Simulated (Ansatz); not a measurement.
`[CH3][In][I]` radical, charge 0, multiplicity 2.

Task: Give a relaxed structure at PBE0-D4/def2-TZVP (Ansatz). (An estimate is asked.)

Result: Ansatz gave: 
Z-matrix (Å, degrees):
```
C
In 1 2.210
H 1 1.088 2 110.6
H 1 1.090 2 106.5 3 -121.1
H 1 1.090 2 106.5 3 121.1
I 2 2.729 1 114.5 3 179.9
```
Point group Cs.
